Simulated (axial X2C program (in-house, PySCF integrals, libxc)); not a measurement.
The numbers below are computed, except where a source is named.
CuF: input and output

Program: an axial X2C code built on PySCF integrals.

Input:
```json
{"zs": [29, 9], "q": 0, "bas": ["dyall-v3z", "dyall-v3z"], "levels": ["PBE0", "HF", "TPSS", "r2SCAN"], "cc": false, "r0": 1.76, "npts": 10, "nst": 2, "ntry": 6}
```
```bash
python so2c.py task.json out
```

Keys: zs atomic numbers; q charge; bas basis sets; levels methods; cc coupled cluster on or off; r0 starting distance in Å; npts points on the curve; nst determinants followed; ntry starts of the search. HF also brings MP2.

Output of the HF step, scalar-relativistic, at R = 1.748 Å for the state M_S = 0, Λ = 0. It starts from PBE0 orbitals of this distance.

```
spin-free X2C-1e  HF
basis functions 143  fitting functions 831  grid points 5075
iter        total energy     max residual
   1      -1752.741514583     1.43e-01
   2      -1752.771817750     2.78e-02
   3      -1752.770404665     3.83e-02
   4      -1752.777183662     5.43e-03
   5      -1752.777630393     3.38e-03
   6      -1752.777899556     2.66e-03
   7      -1752.778152255     1.10e-03
   8      -1752.778202497     3.20e-04
   9      -1752.778206054     8.55e-05
  10      -1752.778206236     1.27e-05
  11      -1752.778206242     2.36e-06
  12      -1752.778206242     7.88e-07
converged
one-electron -2606.11120054  Coulomb 851.07590745  exact exchange -76.75621523  xc functional 0.00000000  nuclear repulsion 79.01330209
```
Energies are in hartree; totals compare only within one Hamiltonian and basis.
